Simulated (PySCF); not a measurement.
## Telling isomers of C₇H₃N apart by NMR

- σ from GIAO-PBE0/pcSseg-1
- geometry from GFN2-xTB
- code: PySCF 2.14
- equivalent nuclei averaged, non-relativistic Hamiltonian, no solvent model, single conformer

Chemical shifts δ = σref − σ; ¹H (σ = 31.72 ppm) and ¹³C (σ = 186.93 ppm) vs TMS, all at this level. Where no couplings were computed, multiplicities follow the n + 1 count of equivalent neighbours, and m marks all less simple cases (inequivalent or close neighbours, rings, F or P nearby). Shifts are as computed. Against solution values, carbons near 30 ppm lie about +3 ppm off and those near 130 ppm about +5 ppm (rms about the fit 2.1 ppm; single classes can miss by 10 ppm). Of 1328 compounds with measured shifts, 309 miss one by over three times the rms of a fit or turn the order of signals round; such compounds aren't used in these exercises. Signals without a measured value on file couldn't be tested in this way; 1H shifts scatter by 0.2 ppm about their fit, and single ones miss by 0.5 ppm.

(1) Tabulate the signals of `C=C=C=CC#CC#N`, `C=CC#CC#CC#N` and their relative energies.

(2) What is the quickest way to tell C=C=C=CC#CC#N from C=CC#CC#CC#N?

## Answers

(1) 
```tsv
SMILES	carbon types	δC	δH	E rel. (kcal/mol)
C=C=C=CC#CC#N	5×C 1×CH 1×CH2	201.0, 178.5, 114.5, 111.8, 94.1, 81.6, 79.3	6.10 (s, 2H), 5.96 (s, 1H)	10.1
C=CC#CC#CC#N	5×C 1×CH 1×CH2	148.3, 121.4, 112.3, 86.1, 81.0, 70.0, 66.4	6.62 (m, 1H), 6.43 (m, 1H), 6.15 (m, 1H)	0.0
```

Energies are electronic energies at PBE0/pcSseg-1 on these geometries, without zero-point or thermal terms, each for the one conformer computed, which needn't be the lowest.

(2) Both give the same number of carbon signals, with the same numbers of each carbon type, so the positions decide. The first has a central carbon of an allene (C) at 201.0 ppm, the second a terminal =CH2 carbon at 148.3 ppm. In the proton spectra the most deshielded non-exchanging signals are 6.10 (s, 2H) and 6.62 (m, 1H).
